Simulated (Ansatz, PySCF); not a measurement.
CH7ClGeSi, SMILES Cl[SiH2][CH2][GeH3]. Atoms are numbered in the order given.

```xyz
11

Si     1.2430    -1.1444     0.3896
Cl     2.0463     0.7412     0.7971
C     -0.1680    -0.9592    -0.8217
Ge    -1.5035     0.4201    -0.3394
H      0.7607    -1.7162     1.6754
H      2.3412    -1.9895    -0.1535
H     -0.6865    -1.9307    -0.8994
H      0.2263    -0.7173    -1.8221
H     -0.9598     1.8207    -0.6694
H     -1.8206     0.3298     1.1675
H     -2.7984     0.1707    -1.1418
```
Charge 0, spin multiplicity 1.

Geometry: B3LYP-D3(BJ)/def2-SVP. The structure was generated by enumeration, and PubChem lists no compound with its InChIKey, so it may never have been made. Other conformers were not sampled.

Two levels are set side by side: PBE-D3(BJ)/def2-SVP (Ansatz, an electronic-structure program) and B3LYP-D3(BJ)/def2-SVP (Ansatz). Each level has its own optimised geometry; the coordinates shown are those of the second. Frequencies come from the Hessian of PySCF at each geometry. Differences are taken from unrounded values.

| quantity | B3LYP-D3(BJ) |
|---|---|
| mean bond length (Å) | 1.574 |
| bond Si1–Cl2 (Å) | 2.090 |
| bond Si1–C3 (Å) | 1.869 |
| bond C3–Ge4 (Å) | 1.980 |
| bond Si1–H5 (Å) | 1.488 |
| bond Si1–H6 (Å) | 1.488 |
| bond C3–H7 (Å) | 1.104 |
| bond C3–H8 (Å) | 1.102 |
| bond Ge4–H9 (Å) | 1.538 |
| bond Ge4–H10 (Å) | 1.543 |
| bond Ge4–H11 (Å) | 1.544 |
| highest harmonic wavenumber (cm⁻¹) | 3110 |
| mean harmonic wavenumber (cm⁻¹) | 1123 |
| zero-point energy (kcal/mol) | 43.36 |

Q: What does PBE-D3(BJ) give, and how far is it from B3LYP-D3(BJ)? (Estimate from the structure and the level; the computed values follow.)

A: 
```json
[
 {"quantity": "mean bond length (Å)", "PBE-D3(BJ)": "1.583", "PBE-D3(BJ) minus B3LYP-D3(BJ)": "0.008"},
 {"quantity": "bond Si1–Cl2 (Å)", "PBE-D3(BJ)": "2.092", "PBE-D3(BJ) minus B3LYP-D3(BJ)": "0.003"},
 {"quantity": "bond Si1–C3 (Å)", "PBE-D3(BJ)": "1.875", "PBE-D3(BJ) minus B3LYP-D3(BJ)": "0.007"},
 {"quantity": "bond C3–Ge4 (Å)", "PBE-D3(BJ)": "1.982", "PBE-D3(BJ) minus B3LYP-D3(BJ)": "0.002"},
 {"quantity": "bond Si1–H5 (Å)", "PBE-D3(BJ)": "1.502", "PBE-D3(BJ) minus B3LYP-D3(BJ)": "0.014"},
 {"quantity": "bond Si1–H6 (Å)", "PBE-D3(BJ)": "1.503", "PBE-D3(BJ) minus B3LYP-D3(BJ)": "0.014"},
 {"quantity": "bond C3–H7 (Å)", "PBE-D3(BJ)": "1.111", "PBE-D3(BJ) minus B3LYP-D3(BJ)": "0.008"},
 {"quantity": "bond C3–H8 (Å)", "PBE-D3(BJ)": "1.110", "PBE-D3(BJ) minus B3LYP-D3(BJ)": "0.007"},
 {"quantity": "bond Ge4–H9 (Å)", "PBE-D3(BJ)": "1.547", "PBE-D3(BJ) minus B3LYP-D3(BJ)": "0.009"},
 {"quantity": "bond Ge4–H10 (Å)", "PBE-D3(BJ)": "1.551", "PBE-D3(BJ) minus B3LYP-D3(BJ)": "0.009"},
 {"quantity": "bond Ge4–H11 (Å)", "PBE-D3(BJ)": "1.552", "PBE-D3(BJ) minus B3LYP-D3(BJ)": "0.009"},
 {"quantity": "highest harmonic wavenumber (cm⁻¹)", "PBE-D3(BJ)": "3063", "PBE-D3(BJ) minus B3LYP-D3(BJ)": "-47"},
 {"quantity": "mean harmonic wavenumber (cm⁻¹)", "PBE-D3(BJ)": "1092", "PBE-D3(BJ) minus B3LYP-D3(BJ)": "-31"},
 {"quantity": "zero-point energy (kcal/mol)", "PBE-D3(BJ)": "42.15", "PBE-D3(BJ) minus B3LYP-D3(BJ)": "-1.21"}
]
```

Exact exchange shortens and stiffens bonds; PBE has none. Differences between two approximate levels are no errors against the true value.
